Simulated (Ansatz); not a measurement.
CH₃OZn, SMILES `C[O][Zn]` radical. Charge 0, multiplicity 2.

```json
{"atom": "C1", "x (Å)": "-0.0879", "y (Å)": "-0.4917", "z (Å)": "0.0252"}
{"atom": "O2", "x (Å)": "0.7540", "y (Å)": "0.5984", "z (Å)": "-0.2102"}
{"atom": "Zn3", "x (Å)": "0.2709", "y (Å)": "2.3571", "z (Å)": "-0.0792"}
{"atom": "H4", "x (Å)": "-0.4794", "y (Å)": "-0.5210", "z (Å)": "1.0519"}
{"atom": "H5", "x (Å)": "-0.9460", "y (Å)": "-0.5299", "z (Å)": "-0.6607"}
{"atom": "H6", "x (Å)": "0.4885", "y (Å)": "-1.4129", "z (Å)": "-0.1270"}
```

**Question.** List the harmonic frequencies (cm⁻¹, unscaled) at PBE0-D4/def2-TZVP in Ansatz. (Estimate.)

**Answer.** The calculation gave: 91, 181, 501, 1117, 1170, 1172, 1469, 1485, 1493, 2974, 3023, 3046.

**Question.** Is this a minimum?

**Answer.** Yes, all 12 modes are real.

**Question.** Give the ideal-gas thermochemistry at 298.15 K and 1 bar (rigid rotor, harmonic oscillator; point group Cs, symmetry number 1).

**Answer.** Zero-point energy 106.0 kJ/mol; H(298) − E = 120.2 kJ/mol; entropy 298.2 J/(mol·K), of which translation 165.8, rotation 98.2, vibration 28.5, electronic 5.8; G(298) − E = 31.3 kJ/mol. Modes under 100 cm⁻¹ are hindered rotations or soft bends, so the harmonic entropy is rough.

**Question.** And at 400, 500, 600, 800 and 1000 K?

**Answer.** 
```csv
T (K),H − E (kJ/mol),S (J/mol/K),G − E (kJ/mol)
400,126.6,316.5,0.0
500,133.6,332.2,-32.5
600,141.4,346.4,-66.4
800,158.9,371.4,-138.2
1000,178.3,393.0,-214.7
```

**Question.** Rotational constants (cm⁻¹)?

**Answer.** 1.837, 0.1336, 0.1276.
